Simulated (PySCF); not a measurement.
Species: `C([C@@H]([SiH3])C)OC`. The columns A, B, C and D hold Mulliken, IAO, Hirshfeld and ESP-fitted charges (e) of one PBE0/pcSseg-1 density (PySCF), in a shuffled order. Coordinates in Å (PBE0-D3(BJ)/def2-SVP); the density's dipole moment is (1.15, -0.64, 1.32) D.

| atom | x | y | z | A | B | C | D |
| --- | --- | --- | --- | --- | --- | --- | --- |
| C1 | 2.571 | 0.333 | -0.056 | -0.037 | -0.030 | -0.193 | -0.236 |
| O2 | 1.203 | 0.154 | -0.243 | -0.122 | -0.512 | -0.385 | -0.206 |
| C3 | 0.487 | -0.060 | 0.942 | +0.003 | +0.082 | -0.037 | -0.004 |
| C4 | -0.982 | -0.218 | 0.594 | -0.108 | -0.570 | -0.366 | +0.031 |
| C5 | -1.273 | -1.550 | -0.098 | -0.117 | -0.243 | -0.407 | -0.365 |
| Si6 | -1.561 | 1.253 | -0.467 | +0.292 | +0.505 | +0.578 | +0.276 |
| H7 | 3.045 | -0.555 | 0.407 | +0.035 | +0.089 | +0.117 | +0.102 |
| H8 | 2.789 | 1.209 | 0.587 | +0.035 | +0.089 | +0.117 | +0.104 |
| H9 | 3.028 | 0.500 | -1.041 | +0.051 | +0.125 | +0.155 | +0.128 |
| H10 | 0.867 | -0.967 | 1.463 | +0.029 | +0.102 | +0.108 | +0.062 |
| H11 | 0.631 | 0.794 | 1.637 | +0.030 | +0.105 | +0.110 | +0.041 |
| H12 | -1.555 | -0.160 | 1.537 | +0.041 | +0.147 | +0.141 | +0.043 |
| H13 | -0.668 | -1.648 | -1.012 | +0.037 | +0.130 | +0.145 | +0.098 |
| H14 | -2.333 | -1.645 | -0.382 | +0.041 | +0.125 | +0.137 | +0.106 |
| H15 | -1.028 | -2.401 | 0.559 | +0.037 | +0.115 | +0.132 | +0.097 |
| H16 | -1.022 | 2.535 | 0.086 | -0.082 | -0.095 | -0.118 | -0.090 |
| H17 | -1.154 | 1.115 | -1.896 | -0.078 | -0.070 | -0.109 | -0.084 |
| H18 | -3.057 | 1.319 | -0.424 | -0.087 | -0.096 | -0.126 | -0.103 |

Q: Which column most likely holds the ESP-fitted charges?

A: D. Σ q r misses the density's dipole by 0.06 D (D), 0.64 D (B), 0.87 D (A), 0.98 D (C). Charges fitted to the outside potential are the only set here that is tied to the molecule's multipoles.

Q: And the Hirshfeld charges?

A: A. The mean sizes are 0.070 e (A), 0.121 e (D), 0.180 e (B), 0.193 e (C), and Hirshfeld charges are commonly the smallest of these schemes.

As computed, A = Hirshfeld, B = Mulliken, C = IAO, D = ESP-fitted. Hydrogens on carbon: Hirshfeld +0.03 to +0.05, Mulliken +0.09 to +0.15, IAO +0.11 to +0.16, ESP-fitted +0.04 to +0.13 e.

The Hirshfeld scheme divides the density at each point in proportion to the densities of the neutral, spherically averaged free atoms. The ESP scheme fits charges at the nuclei, held to the total charge, to the electrostatic potential on points at 1.4 to 2.0 times the van der Waals radii.

The structure is a single PBE0-D3(BJ)/def2-SVP conformer in the gas phase; no vibrational or solvent corrections.

These values come from a run that also computed NMR shieldings. Hardware: Arm Neoverse V2, one thread, on a shared host. Cost: 17 s.

Conformer computed: `[CH3:1][O:2][CH2:3][C@H:4]([CH3:5])[SiH3:6]`: C1–O2–C3–C4 179°, O2–C3–C4–C5 72°.
